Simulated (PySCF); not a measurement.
## AlIn: frontier orbitals

PBE at R = 2.896 Å; Al cc-pV(D+d)Z, In cc-pVDZ-PP with ECP28; scalar-relativistic core potentials (PySCF 2.14). State: ³Π (triplet), unpaired electrons σ ↑, π ↑. Only the outer orbitals are listed, counted within each symmetry, core potentials removing the inner ones.

```csv
spin,orbital,occ.,ε (eV),on Al (%),main shells (%)
α,7σ,1,-9.42,39,"58 In s, 34 Al s"
α,8σ,1,-7.14,61,"59 Al s, 34 In s"
α,9σ,1,-3.72,53,"49 Al p, 43 In p"
α,4π,1,-3.61,54,"53 Al p, 45 In p"
α,4π,0,-3.44,50,"50 Al p, 49 In p"
α,5π,0,-1.93,46,"53 In p, 45 Al p"
α,5π,0,-1.81,50,"50 In p, 49 Al p"
β,7σ,1,-8.70,34,"64 In s, 30 Al s"
β,8σ,1,-6.42,65,"63 Al s, 30 In s"
β,4π,0,-3.09,50,"49 Al p, 49 In p"
β,9σ,0,-2.66,51,"46 In p, 46 Al p"
β,4π,0,-2.64,45,"55 In p, 44 Al p"
```

Q: Which are the highest filled and the lowest empty level, where do they sit, and how wide is the gap?

A: Highest filled α 4π at -3.61 eV (in %: 53 Al p, 45 In p); lowest empty α 4π at -3.44 eV (in %: 50 Al p, 49 In p); the gap at PBE is 0.17 eV. Both belong to one degenerate shell, split only by its one-sided filling, so this is no excitation gap.

The bond order (Mayer) is 1.19 and the ⟨S²⟩ is 2.004. The charge on Al (Mulliken, basis-dependent) is -0.06 and the charge on Al (Löwdin, basis-dependent) is 0.00. The dipole moment (positive dipole means Al(−)In(+)) is 0.55 D and the polarisability along the bond is 196.9 bohr³. The polarisability across the bond is 76.8 bohr³.

Spin–orbit coupling is left out. The state was picked by a PBE0 search and need not be the measured ground state.
